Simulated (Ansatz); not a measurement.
Total energies of HgO2⁻ (the lowest doublet isomer of a short search) from Ansatz at PBE0-D4/def2-TZVPD, gas phase (1 Eh = 27.2114 eV = 2625.5 kJ/mol). The reference geometry is relaxed at PBE-D4/def2-TZVPD.

```xyz
3

Hg    0.0001   -0.0001    0.0001
O     0.4290   -1.4936   -1.1512
O    -0.4290    1.4936    1.1510
```

```csv
state,geometry,energy (Eh)
charge -1 doublet,reference,-303.76108
charge 0 triplet,reference,-303.66327
charge -1 quartet,relaxed at PBE-D4/def2-TZVPD,-303.69292
```

In the def2 sets Hg takes a core potential; there is no spin–orbit coupling.

Question: Work out the vertical ionisation energy to the triplet.

Answer: E(charge 0 triplet) − E(charge -1 doublet) = -303.66327 − (-303.76108) = 0.09781 Eh = 2.66 eV. For comparison, −ε of the highest occupied level of the spin that leaves is 0.91 eV at this level, 1.75 eV less.

Question: Which of the charge -1 states is lowest, and how far above it are the others?

Answer: The doublet. quartet: -303.69292 − (-303.76108) = 0.06816 Eh = 179.0 kJ/mol.

The structure comes from a short search, and lower isomers may exist.
